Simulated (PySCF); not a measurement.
**Two-component Hartree-Fock for Er²⁺ (erbium, charge +2)**

Start: [Xe] 4f12; 4f5/2 filled at m_j = -5/2, -3/2, -1/2, +1/2, +3/2, +5/2; 4f7/2 filled at m_j = -3/2, -1/2, +1/2, +3/2, +5/2, +7/2. Calculated with PySCF 2.14 in x2c-SVPall-2c (7s10p9d3f1g, 112 functions): generalised Hartree-Fock with the X2C-1e Hamiltonian and a Gaussian nucleus; one run each with spin-orbit coupling (SO) switched off, then screened by Boettger's factors.

| spinor shell | electrons | ε, spin-free (eV) | ε, screened SO (eV) | weight of nominal j (screened SO) | rms radius, screened SO (bohr) |
| --- | --- | --- | --- | --- | --- |
| 1s1/2 | 2 | -57787.2 | -57774.1 | 1.000 | 0.0231 |
| 2s1/2 | 2 | -9847.7 | -9843.6 | 1.000 | 0.0935 |
| 2p1/2 | 2 | -8709.1 | -9358.9 | 1.000 | 0.0798 |
| 2p3/2 | 4 | -8709.1 | -8436.3 | 1.000 | 0.0866 |
| 3s1/2 | 2 | -2271.2 | -2269.9 | 1.000 | 0.240 |
| 3p1/2 | 2 | -1918.2 | -2057.2 | 1.000 | 0.231 |
| 3p3/2 | 4 | -1918.2 | -1859.0 | 1.000 | 0.245 |
| 3d3/2 | 4 | -1473.5 | -1499.0 | 1.000 | 0.218 |
| 3d5/2 | 6 | -1473.5 | -1455.4 | 1.000 | 0.222 |
| 4s1/2 | 2 | -485.26 | -484.90 | 1.000 | 0.541 |
| 4p1/2 | 2 | -366.67 | -398.91 | 0.998 | 0.554 |
| 4p3/2 | 4 | -366.67 | -352.84 | 0.999 | 0.586 |
| 4d3/2 | 4 | -204.61 | -211.26 | 0.980 | 0.626 |
| 4d5/2 | 6 | -204.61 | -199.91 | 0.987 | 0.637 |
| 5s1/2 | 2 | -76.818 | -76.764 | 1.000 | 1.35 |
| 5p1/2 | 2 | -46.583 | -50.864 | 0.990 | 1.53 |
| 5p3/2 | 4 | -46.583 | -44.776 | 0.995 | 1.64 |
| 4f5/2 | 6 | -27.524 | -28.572 | 0.895 | 0.888 |
| 4f7/2 | 6 | -27.524 | -26.355 | 0.910 | 0.912 |

```
   quantity     spin-free   screened SO
E (hartree)  -13075.58585  -13086.43147
        M_J             6             6
       ⟨J²⟩        42.013        42.013
       ⟨L²⟩        30.010        30.180
       ⟨S²⟩         2.002         2.081
```

Each row is a mean over spinors that exchange with the open shell spreads, by up to 12.966 eV (4d5/2).

Rows whose weight is well below 1 are mixtures of j = l ± 1/2: exchange outweighs spin-orbit coupling there, and the label is only the starting occupation.

Breit and QED terms are absent; they matter most for the inner s and p1/2 levels.

Densities and radii are taken from the X2C orbitals without a picture-change correction, which distorts them close to the nucleus.

Without spin-orbit coupling the j labels of p, d and f shells carry no meaning; the spin-free column gives the mean over the occupied spinors of each nl shell.
